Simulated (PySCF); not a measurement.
Compound: C2H9Ge2NO.
Cartesian coordinates in Å at the PBE0-D3(BJ)/def2-SVP level; atoms count from 1:
```
atom  x, y, z in Å
N1     2.337   -0.139   -0.207
C2     1.141   -0.572    0.276
O3     1.065   -1.345    1.213
C4    -0.083   -0.023   -0.411
Ge5   -1.538   -1.345   -0.256
Ge6   -0.612    1.699    0.416
H7     3.180   -0.460    0.250
H8     2.409    0.521   -0.966
H9     0.109    0.185   -1.476
H10   -2.684   -0.863   -1.173
H11   -1.050   -2.722   -0.735
H12   -2.057   -1.412    1.186
H13    0.392    2.062    1.523
H14   -2.025    1.594    1.015
H15   -0.601    2.802   -0.661
```

Level: CAM-B3LYP/def2-SVPD in PySCF, non-relativistic, on one gas-phase PBE0-D3(BJ)/def2-SVP geometry that isn't relaxed in the solvent. The solvent is an IEF-PCM continuum (cavity from Bondi-type radii × 1.2), and excitations are vertical TDDFT with non-equilibrium linear response and a frozen core. Specific hydrogen bonds and non-electrostatic terms are outside this model. Spin–orbit coupling is left out although an atom past zinc is present.

Gas-phase singlets (H = HOMO, L = LUMO):

| state | E (eV) | λ (nm) | f | leading configurations |
| --- | --- | --- | --- | --- |
| S1 | 5.734 | 216 | 0.003 | H→L+1 40%, H→L+3 26% |
| S2 | 7.016 | 177 | 0.016 | H→L 71%, H→L+1 16% |
| S3 | 7.137 | 174 | 0.011 | H-1→L 62%, H-1→L+2 9%, H-1→L+1 9% |
| S4 | 7.451 | 166 | 0.073 | H-1→L+1 38%, H-1→L+3 21% |
| S5 | 7.583 | 164 | 0.117 | H-2→L+1 31%, H-2→L 19%, H→L+2 15% |

How does the list change in acetonitrile (ε = 35.69)?

```json
{"state": "S1", "E (eV)": "5.977", "λ (nm)": "207", "f": "0.006", "leading configurations": "H→L+1 51%, H→L+3 21%", "change by rank (eV)": "+0.243"}
{"state": "S2", "E (eV)": "7.282", "λ (nm)": "170", "f": "0.061", "leading configurations": "H→L 34%, H-1→L+1 31%, H-1→L+3 11%", "change by rank (eV)": "+0.266"}
{"state": "S3", "E (eV)": "7.350", "λ (nm)": "169", "f": "0.151", "leading configurations": "H→L 28%, H-1→L+1 27%, H→L+1 14%", "change by rank (eV)": "+0.213"}
{"state": "S4", "E (eV)": "7.477", "λ (nm)": "166", "f": "0.028", "leading configurations": "H-1→L 47%, H-1→L+2 29%", "change by rank (eV)": "+0.026"}
{"state": "S5", "E (eV)": "7.540", "λ (nm)": "164", "f": "0.134", "leading configurations": "H-2→L+1 64%, H-2→L+3 11%", "change by rank (eV)": "-0.043"}
```

How do the frontier levels move from gas to acetonitrile?

| orbital | gas (eV) | solvent (eV) | change (eV) |
| --- | --- | --- | --- |
| LUMO+2 | 1.10 | 1.30 | +0.20 |
| LUMO+1 | 0.95 | 1.06 | +0.11 |
| LUMO | 0.68 | 0.92 | +0.24 |
| HOMO | -9.05 | -9.20 | -0.15 |
| HOMO-1 | -9.53 | -9.42 | +0.11 |
| HOMO-2 | -9.84 | -9.74 | +0.10 |
| HOMO-3 | -10.58 | -10.46 | +0.12 |

The HOMO–LUMO gap goes from 9.73 to 10.11 eV. Rows go by rank; for HOMO-3, LUMO, LUMO+1 and LUMO+2 the atom shares or the degeneracy differ between the runs, so the row needn't follow one orbital.
